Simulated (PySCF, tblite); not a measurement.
Isomers of C3H10OSSi2. All values are computed: GFN2-xTB (tblite) harmonic vibrations without scaling, gas phase. Against measured fundamentals such values can be off by several per cent, at times by over 20. Modes of hydrogen on silicon can be 10 to 20 % off. One conformer each.

Electronic energies: PBE0/pcSseg-1 single points on the GFN2-xTB geometries (PySCF, gas phase).

| SMILES | electronic energy, lowest = 0 (kJ/mol) |
| --- | --- |
| C=CO[SiH2]SC[SiH3] | 139.1 |
| C=COC[SiH2]S[SiH3] | 164.7 |
| C/C=C\S[SiH2]O[SiH3] | 0.0 |
| OC/C=C\[SiH2]S[SiH3] | 141.0 |

Task: How do GFN2-xTB zero-point energies change the relative energies?

Result: 
```
              SMILES  ZPE (kJ/mol)  of it from modes above 1550 cm⁻¹  electronic (kJ/mol)  with ZPE, lowest = 0 (kJ/mol)  lowest mode (cm⁻¹)  rings
C/C=C\S[SiH2]O[SiH3]         303.5                             169.4                  0.0                            0.0                   3      0
  C=CO[SiH2]SC[SiH3]         302.6                             170.3                139.1                          138.2                  19      0
OC/C=C\[SiH2]S[SiH3]         305.7                             171.1                141.0                          143.2                  24      0
  C=COC[SiH2]S[SiH3]         306.4                             170.6                164.7                          167.5                  37      0
```

The zero-point energies span 3.8 kJ/mol, from `C=CO[SiH2]SC[SiH3]` to `C=COC[SiH2]S[SiH3]`. The order is unchanged.

Task: And how do the electronic energies of GFN2-xTB itself compare?

Result: `C/C=C\S[SiH2]O[SiH3]` 0.0; `C=CO[SiH2]SC[SiH3]` 189.9; `OC/C=C\[SiH2]S[SiH3]` 264.0; `C=COC[SiH2]S[SiH3]` 244.7 kJ/mol, lowest = 0. Against the energies above, taken from the same isomer `C/C=C\S[SiH2]O[SiH3]`, the largest difference is 123.0 kJ/mol.
